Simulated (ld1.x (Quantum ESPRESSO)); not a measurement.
## bismuth, TM: configuration errors across variants

```json
{
  "Element": "Bi",
  "Generator": "ld1.x (Quantum ESPRESSO) 7.5",
  "Type": "norm-conserving Troullier–Martins (Kleinman–Bylander form)",
  "Functional": "PBE",
  "Relativity": "scalar-relativistic",
  "Frozen core": "[Xe] 4f14",
  "Valence charge": "15",
  "Reference configuration": "5d10 6s2 6p3",
  "Partial waves": "6p (bound): rc 2.50 bohr; 5d (bound): rc 1.35 bohr; 6s (bound): rc 2.00 bohr",
  "Local potential": "the s channel",
  "Core correction": "Bessel-smoothed model core inside 0.70 bohr"
}
```

All-electron excitation energies from the reference (eV): (1) 5d10 6s2 6p2 7.913; (2) 5d10 6s2 6p1 23.160; (3) 5d10 6s2 6p0 46.502; (4) 5d10 6s1 6p3 18.731; (5) 5d10 6s1 6p0 91.907; (6) 5d10 6s1 6p4 10.082; (7) 5d10 6s2 6p2.5 3.097.

2 further variants failed, have other tests or another functional or relativity, and are left out.

Errors AE − PS in meV (a dash: test not solved or not reliable):

```tsv
change	(1)	(2)	(3)	(4)	(5)	(6)	(7)	bound ghosts
base	-3.2	-12	-37	-5.1	-72	-7.3	-1.4	none
all radii but the core radius scaled by about 1.26 (s 2.52, p 3.16, d 1.70 bohr)	-2.4	-15	-70	+3.9	-168	-4.1	-1.1	none
wave 6s (bound): rc 2.00 bohr becomes 6s (bound): rc 2.56 bohr	-2.2	-6.3	-21	-11	-48	-18	-1.2	none
wave 5d (bound): rc 1.35 bohr becomes 5d (bound): rc 1.04 bohr	-3.2	-12	-37	-5.0	-71	-7.2	-1.4	none
core correction Bessel-smoothed model core inside 1.40 bohr	-3.2	-12	-37	-5.0	-71	-7.3	-1.4	none
wave 6p (bound): rc 2.50 bohr becomes 6p (bound): rc 2.76 bohr	-3.1	-13	-44	-2.1	-92	-4.3	-1.3	none
wave 6p (bound): rc 2.50 bohr becomes 6p (bound): rc 3.10 bohr	-3.4	-19	-78	+6.4	-167	+3.3	-1.3	none
all radii but the core radius scaled by about 1.42 (s 2.84, p 3.54, d 1.92 bohr)	-1.0	-14	-92	+1.9	-275	-13	-0.7	none
```

Give the same row for: wave 6s (bound): rc 2.00 bohr becomes 6s (bound): rc 2.94 bohr.

+0.7, +8.9, +20, -29, -36, -44, -0.5; bound ghosts: none.
